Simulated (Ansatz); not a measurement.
The cluster Sn5H7⁺, relaxed as a singlet with RKS PBE-D4/def2-SVP in Ansatz, starting from the GFN2-xTB geometry. Force threshold 0.02 eV/Å.

In the def2 sets Sn takes a core potential; there is no spin–orbit coupling. The restricted singlet is unstable towards broken spin symmetry in Hartree–Fock (as tested in another run); at PBE-D4/def2-SVP this wasn't settled. The structure comes from a short search, and lower isomers may exist.

Start:

```tsv
atom	x (Å)	y (Å)	z (Å)
Sn1	-0.2029	0.1636	0.8185
Sn2	0.3724	-2.5027	1.6233
Sn3	-2.3354	1.1696	2.5383
Sn4	1.2714	1.1957	-1.5473
Sn5	0.5891	0.9219	-4.4803
H6	1.3918	-3.2652	2.8423
H7	-0.5541	0.9349	-2.6840
H8	-3.1098	-0.4774	2.6107
H9	0.6575	2.6561	-0.7220
H10	1.0153	0.5853	2.0314
H11	1.0441	2.6733	-3.9836
H12	-0.1393	-4.0549	0.9528
```

(1) Estimate the energy that the relaxation releases and the steps that it takes.

(2) Does the start keep its bonding?

(3) Predict the relaxed structure.

## Answers

(1) 215.6 kJ/mol, in 92 steps; 3.1 min on 4 threads of Arm Neoverse V2 on a shared host. The force fell under the threshold at step 25, but the optimiser went on and released 1.205 eV more. No frequencies were taken in this run, so the end may be a saddle point.

(2) Bonds lost: Sn3–H8 (atoms count from 1). Bonds formed: Sn2–H8, Sn3–H7, Sn3–H11 (atoms count from 1).

(3) 
```xyz
12

Sn    0.577    0.401    1.145
Sn   -0.110   -2.330    1.536
Sn   -1.796    1.407   -0.505
Sn    1.681    1.245   -1.246
Sn   -0.370    0.977   -3.356
H    -0.003   -2.639    3.222
H    -1.331    0.053   -1.884
H    -1.714   -2.515    0.938
H     2.085    2.942   -1.033
H     0.878    1.336    2.574
H    -0.906    2.361   -1.991
H     1.009   -3.238    0.601
```
Bond lengths (bridged metal pairs left out): 4 × Sn–Sn 2.77 to 3.06 Å; 9 × H–Sn 1.72 to 2.02 Å.
